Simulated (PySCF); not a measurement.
PySCF input (HF/def2-QZVP):

```python
import numpy as np, basis_set_exchange as bse
from pyscf import gto, scf, dft, df
from pyscf.prop.polarizability import rhf as pol

basis = {'N': gto.basis.parse(bse.get_basis('def2-QZVP', elements=['N'], fmt='nwchem')), 'P': gto.basis.parse(bse.get_basis('def2-QZVP', elements=['P'], fmt='nwchem'))}
mol = gto.M(
    atom='''
    N    -0.00000000   -0.00000000   -1.01096879
    P     0.00000000    0.00000000    0.47178544
    ''',
    basis=basis,
    charge=0,
    verbose=4,
    max_memory=1839,
)
mf = scf.RHF(mol)
mf = mf.density_fit(auxbasis=df.autoaux(mol))
mf.conv_tol = 1e-9
mf.max_cycle = 100
print('smallest overlap eigenvalue', np.linalg.eigvalsh(mol.intor('int1e_ovlp'))[0])
mf.kernel()
dip = mf.dip_moment()
p = pol.Polarizability(mf)
p.max_cycle_cphf = 60
alpha = p.polarizability()
print('polarisability/bohr^3', alpha.trace() / 3)
```

Output:

```
PySCF version 2.14.0

[INPUT] verbose = 4
[INPUT] num. atoms = 2
[INPUT] num. electrons = 22
[INPUT] charge = 0
[INPUT] spin (= nelec alpha-beta = 2S) = 0
[INPUT] symmetry False subgroup None
[INPUT] Mole.unit = angstrom
[INPUT] Symbol           X                Y                Z      unit          X                Y                Z       unit  Magmom
[INPUT]  1 N      0.000000000000   0.000000000000  -1.010968790000 AA    0.000000000000   0.000000000000  -1.910454133583 Bohr   0.0
[INPUT]  2 P      0.000000000000   0.000000000000   0.471785440000 AA    0.000000000000   0.000000000000   0.891545271157 Bohr   0.0

nuclear repulsion = 37.4732413655633
number of shells = 39
number of NR pGTOs = 182
number of NR cGTOs = 127
basis = {'N': [[0, [90726.88921, 3.9257887368e-05], [13590.528801, 0.00030513316455], [3092.9883781, 0.0016000560446], [875.99876362, 0.0066982937306], [285.74469982, 0.023690078765], [103.11913417, 0.071455405268], [40.128556777, 0.17632774876], [16.528095704, 0.32677592815]], [0, [69.390960983, 0.080052094386], [20.428200596, 0.78268063538]], [0, [7.1292587972, 1.0]], [0, [3.1324304893, 1.0]], [0, [0.98755778723, 1.0]], [0, [0.38765721307, 1.0]], [0, [0.14909883075, 1.0]], [1, [150.0574267, -0.00086216165986], [35.491599483, -0.0068571273236], [11.247864223, -0.031795688855], [4.0900305195, -0.10537396822], [1.6220573146, -0.24519708041]], [1, [0.6644226153, 1.0]], [1, [0.2709977007, 1.0]], [1, [0.10688749984, 1.0]], [2, [2.837, 1.0]], [2, [0.968, 1.0]], [2, [0.335, 1.0]], [3, [2.027, 1.0]], [3, [0.685, 1.0]], [4, [1.427, 1.0]]], 'P': [[0, [1090561.7138, 1.2142449664e-05], [163316.39461, 9.4395292614e-05], [37166.607451, 0.00049622262177], [10526.880945, 0.0020900040747], [3433.9976028, 0.0075489230025], [1239.536048, 0.024010423937], [483.27456199, 0.067231473697], [200.16911586, 0.15978669881], [86.960394829, 0.29735906782], [39.211283369, 0.3618717185]], [0, [336.75883662, 0.01915472105], [103.72179793, 0.171340791], [39.77186124, 0.63689655985]], [0, [17.888612952, 1.0]], [0, [6.9644556879, 1.0]], [0, [3.2198092087, 1.0]], [0, [1.4669943979, 1.0]], [0, [0.47765437532, 1.0]], [0, [0.21637789241, 1.0]], [0, [0.090235894336, 1.0]], [1, [2019.6711374, 0.00021359172406], [478.6012509, 0.0018568771399], [155.14942504, 0.010070690115], [58.816356575, 0.039605153679], [24.544512785, 0.11736067844], [10.883571061, 0.24950540642], [4.9624791285, 0.36421287984], [2.3002912343, 0.31764127123]], [1, [59.371345016, 0.39432918004], [3.0694590986, -6.3522960431]], [1, [1.0634401739, 1.0]], [1, [0.45022152161, 1.0]], [1, [0.18267271344, 1.0]], [1, [0.071610333771, 1.0]], [2, [3.343, 1.0]], [2, [0.807, 1.0]], [2, [0.365, 1.0]], [2, [0.154, 1.0]], [3, [0.703, 1.0]], [3, [0.28, 1.0]], [4, [0.597, 1.0]]]}
ecp = {}
ETB for N: l = 0, exps = 0.21377499968 * 1.8^n , n = 0..15
ETB for N: l = 1, exps = 0.21377499968 * 1.8^n , n = 0..12
ETB for N: l = 2, exps = 0.21377499968 * 1.8^n , n = 0..11
ETB for N: l = 3, exps = 0.44188749984000003 * 2.2^n , n = 0..6
ETB for N: l = 4, exps = 0.67 * 2.2^n , n = 0..5
ETB for N: l = 5, exps = 1.02 * 2.3^n , n = 0..2
ETB for P: l = 0, exps = 0.143220667542 * 1.8^n , n = 0..18
ETB for P: l = 1, exps = 0.143220667542 * 1.8^n , n = 0..15
ETB for P: l = 2, exps = 0.143220667542 * 1.8^n , n = 0..14
ETB for P: l = 3, exps = 0.22561033377099998 * 2.2^n , n = 0..8
ETB for P: l = 4, exps = 0.308 * 2.2^n , n = 0..8
ETB for P: l = 5, exps = 0.43400000000000005 * 2.3^n , n = 0..4
smallest overlap eigenvalue 0.0001927932163999022

******** <class 'pyscf.df.df_jk.DFRHF'> ********
method = DFRHF
initial guess = minao
damping factor = 0
level_shift factor = 0
DIIS = <class 'pyscf.scf.diis.CDIIS'>
diis_start_cycle = 1
diis_space = 8
diis_damp = 0
SCF conv_tol = 1e-09
SCF conv_tol_grad = None
SCF max_cycles = 100
direct_scf = False
Set gradient conv threshold to 3.16228e-05
Initial guess from minao.
******** <class 'pyscf.df.df.DF'> ********
auxbasis = {'N': [[0, [np.float64(1442.263095628544), 1]], [0, [np.float64(801.2572753491912), 1]], [0, [np.float64(445.14293074955066), 1]], [0, [np.float64(247.30162819419482), 1]], [0, [np.float64(137.38979344121933), 1]], [0, [np.float64(76.32766302289963), 1]], [0, [np.float64(42.40425723494423), 1]], [0, [np.float64(23.55792068608013), 1]], [0, [np.float64(13.08773371448896), 1]], [0, [np.float64(7.270963174716089), 1]], [0, [np.float64(4.039423985953383), 1]], [0, [np.float64(2.2441244366407678), 1]], [0, [np.float64(1.2467357981337601), 1]], [0, [np.float64(0.6926309989632), 1]], [0, [np.float64(0.384794999424), 1]], [0, [np.float64(0.21377499968), 1]], [1, [np.float64(247.30162819419482), 1]], [1, [np.float64(137.38979344121933), 1]], [1, [np.float64(76.32766302289963), 1]], [1, [np.float64(42.40425723494423), 1]], [1, [np.float64(23.55792068608013), 1]], [1, [np.float64(13.08773371448896), 1]], [1, [np.float64(7.270963174716089), 1]], [1, [np.float64(4.039423985953383), 1]], [1, [np.float64(2.2441244366407678), 1]], [1, [np.float64(1.2467357981337601), 1]], [1, [np.float64(0.6926309989632), 1]], [1, [np.float64(0.384794999424), 1]], [1, [np.float64(0.21377499968), 1]], [2, [np.float64(137.38979344121933), 1]], [2, [np.float64(76.32766302289963), 1]], [2, [np.float64(42.40425723494423), 1]], [2, [np.float64(23.55792068608013), 1]], [2, [np.float64(13.08773371448896), 1]], [2, [np.float64(7.270963174716089), 1]], [2, [np.float64(4.039423985953383), 1]], [2, [np.float64(2.2441244366407678), 1]], [2, [np.float64(1.2467357981337601), 1]], [2, [np.float64(0.6926309989632), 1]], [2, [np.float64(0.384794999424), 1]], [2, [np.float64(0.21377499968), 1]], [3, [np.float64(50.10116231065924), 1]], [3, [np.float64(22.773255595754197), 1]], [3, [np.float64(10.351479816251908), 1]], [3, [np.float64(4.705218098296322), 1]], [3, [np.float64(2.1387354992256005), 1]], [3, [np.float64(0.9721524996480001), 1]], [3, [np.float64(0.44188749984000003), 1]], [4, [np.float64(34.52933440000001), 1]], [4, [np.float64(15.695152000000006), 1]], [4, [np.float64(7.134160000000002), 1]], [4, [np.float64(3.242800000000001), 1]], [4, [np.float64(1.4740000000000002), 1]], [4, [np.float64(0.67), 1]], [5, [np.float64(5.3957999999999995), 1]], [5, [np.float64(2.3459999999999996), 1]], [5, [np.float64(1.02), 1]]], 'P': [[0, [np.float64(5635.2188299239115), 1]], [0, [np.float64(3130.6771277355065), 1]], [0, [np.float64(1739.26507096417), 1]], [0, [np.float64(966.2583727578723), 1]], [0, [np.float64(536.8102070877069), 1]], [0, [np.float64(298.22789282650376), 1]], [0, [np.float64(165.68216268139102), 1]], [0, [np.float64(92.04564593410609), 1]], [0, [np.float64(51.13646996339228), 1]], [0, [np.float64(28.409149979662377), 1]], [0, [np.float64(15.78286109981243), 1]], [0, [np.float64(8.76825616656246), 1]], [0, [np.float64(4.871253425868034), 1]], [0, [np.float64(2.7062519032600187), 1]], [0, [np.float64(1.5034732795888992), 1]], [0, [np.float64(0.835262933104944), 1]], [0, [np.float64(0.46403496283608003), 1]], [0, [np.float64(0.2577972015756), 1]], [0, [np.float64(0.143220667542), 1]], [1, [np.float64(966.2583727578723), 1]], [1, [np.float64(536.8102070877069), 1]], [1, [np.float64(298.22789282650376), 1]], [1, [np.float64(165.68216268139102), 1]], [1, [np.float64(92.04564593410609), 1]], [1, [np.float64(51.13646996339228), 1]], [1, [np.float64(28.409149979662377), 1]], [1, [np.float64(15.78286109981243), 1]], [1, [np.float64(8.76825616656246), 1]], [1, [np.float64(4.871253425868034), 1]], [1, [np.float64(2.7062519032600187), 1]], [1, [np.float64(1.5034732795888992), 1]], [1, [np.float64(0.835262933104944), 1]], [1, [np.float64(0.46403496283608003), 1]], [1, [np.float64(0.2577972015756), 1]], [1, [np.float64(0.143220667542), 1]], [2, [np.float64(536.8102070877069), 1]], [2, [np.float64(298.22789282650376), 1]], [2, [np.float64(165.68216268139102), 1]], [2, [np.float64(92.04564593410609), 1]], [2, [np.float64(51.13646996339228), 1]], [2, [np.float64(28.409149979662377), 1]], [2, [np.float64(15.78286109981243), 1]], [2, [np.float64(8.76825616656246), 1]], [2, [np.float64(4.871253425868034), 1]], [2, [np.float64(2.7062519032600187), 1]], [2, [np.float64(1.5034732795888992), 1]], [2, [np.float64(0.835262933104944), 1]], [2, [np.float64(0.46403496283608003), 1]], [2, [np.float64(0.2577972015756), 1]], [2, [np.float64(0.143220667542), 1]], [3, [np.float64(123.80564144432154), 1]], [3, [np.float64(56.275291565600696), 1]], [3, [np.float64(25.579677984363947), 1]], [3, [np.float64(11.627126356529066), 1]], [3, [np.float64(5.285057434785939), 1]], [3, [np.float64(2.4022988339936084), 1]], [3, [np.float64(1.09195401545164), 1]], [3, [np.float64(0.4963427342962), 1]], [3, [np.float64(0.22561033377099998), 1]], [4, [np.float64(169.0176904908801), 1]], [4, [np.float64(76.82622295040005), 1]], [4, [np.float64(34.92101043200002), 1]], [4, [np.float64(15.873186560000006), 1]], [4, [np.float64(7.215084800000002), 1]], [4, [np.float64(3.279584000000001), 1]], [4, [np.float64(1.4907200000000003), 1]], [4, [np.float64(0.6776000000000001), 1]], [4, [np.float64(0.308), 1]], [5, [np.float64(12.145099399999998), 1]], [5, [np.float64(5.280478), 1]], [5, [np.float64(2.29586), 1]], [5, [np.float64(0.9982000000000001), 1]], [5, [np.float64(0.43400000000000005), 1]]]}
init E= -395.080702595441
  HOMO = -0.322094361695396  LUMO = -0.0419832264488103  gap/eV = 7.62221
cycle= 1 E= -395.149419752265  delta_E= -0.0687  |g|= 0.361  |ddm|= 1.39
  HOMO = -0.428191321169313  LUMO = 0.0248836784072568  gap/eV = 12.32880
cycle= 2 E= -395.154791888255  delta_E= -0.00537  |g|= 0.379  |ddm|= 0.492
  HOMO = -0.456784177244353  LUMO = 0.0272888809922504  gap/eV = 13.17230
cycle= 3 E= -395.187345693055  delta_E= -0.0326  |g|= 0.0457  |ddm|= 0.201
  HOMO = -0.442805047393765  LUMO = 0.039694886434295  gap/eV = 13.12949
cycle= 4 E= -395.188161640542  delta_E= -0.000816  |g|= 0.0161  |ddm|= 0.0472
  HOMO = -0.444934086269975  LUMO = 0.0392674224626755  gap/eV = 13.17579
cycle= 5 E= -395.188287883054  delta_E= -0.000126  |g|= 0.00467  |ddm|= 0.0214
  HOMO = -0.444740359757432  LUMO = 0.0392307301427363  gap/eV = 13.16952
cycle= 6 E= -395.188302917728  delta_E= -1.5e-05  |g|= 0.00207  |ddm|= 0.0069
  HOMO = -0.4447413532332  LUMO = 0.0392797539671005  gap/eV = 13.17089
cycle= 7 E= -395.188305329702  delta_E= -2.41e-06  |g|= 0.00047  |ddm|= 0.00283
  HOMO = -0.444757521448341  LUMO = 0.0392747876285847  gap/eV = 13.17119
cycle= 8 E= -395.188305504691  delta_E= -1.75e-07  |g|= 7.01e-05  |ddm|= 0.000868
  HOMO = -0.444750541895184  LUMO = 0.0392739803466406  gap/eV = 13.17098
cycle= 9 E= -395.188305507623  delta_E= -2.93e-09  |g|= 8.65e-06  |ddm|= 0.000161
  HOMO = -0.444751300804776  LUMO = 0.039272695108187  gap/eV = 13.17096
cycle= 10 E= -395.188305507675  delta_E= -5.24e-11  |g|= 1.84e-06  |ddm|= 3.11e-05
  HOMO = -0.444751645880801  LUMO = 0.0392723465988238  gap/eV = 13.17096
Extra cycle  E= -395.188305507678  delta_E= -2.61e-12  |g|= 6.95e-07  |ddm|= 7.5e-06
converged SCF energy = -395.188305507678
Dipole moment(X, Y, Z, Debye): -0.00000,  0.00000,  3.27177
Isotropic polarizability 26.333824215
Polarizability anisotropy 13.4077752961
polarisability/bohr^3 26.333824214986496
```
